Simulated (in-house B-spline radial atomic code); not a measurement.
Response and correlation along the 78-electron series, closed shell [Xe] 4f14 5d10; the second-order energy is extrapolated in partial waves. Computed with a B-spline radial code for spherical atoms: relativistic RPA and second-order many-body perturbation theory on Dirac-Hartree-Fock.

```json
{"ion": "Au+", "Z": "79", "dipole polarisability (bohr³)": "12.4", "quadrupole polarisability (bohr⁵)": "103.27", "ratio of RPA to uncoupled dipole": "0.94268", "second order correlation energy (Eh)": "-5.529", "C6 of two such ions (Eh bohr⁶)": "91.067"}
{"ion": "Hg2+", "Z": "80", "dipole polarisability (bohr³)": "?", "quadrupole polarisability (bohr⁵)": "?", "ratio of RPA to uncoupled dipole": "?", "second order correlation energy (Eh)": "?", "C6 of two such ions (Eh bohr⁶)": "?"}
{"ion": "Tl3+", "Z": "81", "dipole polarisability (bohr³)": "?", "quadrupole polarisability (bohr⁵)": "?", "ratio of RPA to uncoupled dipole": "?", "second order correlation energy (Eh)": "?", "C6 of two such ions (Eh bohr⁶)": "?"}
{"ion": "Pb4+", "Z": "82", "dipole polarisability (bohr³)": "3.6289", "quadrupole polarisability (bohr⁵)": "10.287", "ratio of RPA to uncoupled dipole": "0.85789", "second order correlation energy (Eh)": "-5.5171", "C6 of two such ions (Eh bohr⁶)": "19.129"}
{"ion": "Bi5+", "Z": "83", "dipole polarisability (bohr³)": "2.7774", "quadrupole polarisability (bohr⁵)": "6.4491", "ratio of RPA to uncoupled dipole": "0.84787", "second order correlation energy (Eh)": "-5.5217", "C6 of two such ions (Eh bohr⁶)": "13.343"}
```

**Question.** Fill in the row of Hg2+.

**Answer.** dipole polarisability (bohr³): 7.3757; quadrupole polarisability (bohr⁵): 37.153; ratio of RPA to uncoupled dipole: 0.89676; second order correlation energy (Eh): -5.519; C6 of two such ions (Eh bohr⁶): 47.979.

**Question.** Fill in the row of Tl3+.

**Answer.** dipole polarisability (bohr³): 4.9828; quadrupole polarisability (bohr⁵): 18.083; ratio of RPA to uncoupled dipole: 0.87269; second order correlation energy (Eh): -5.5158; C6 of two such ions (Eh bohr⁶): 29.042.

**Question.** How fast does the dipole polarisability fall along the series?

**Answer.** From 12.4 to 2.777 bohr³; a fit of its logarithm against log Z from Z = 79 to 83 has slope -30.01.
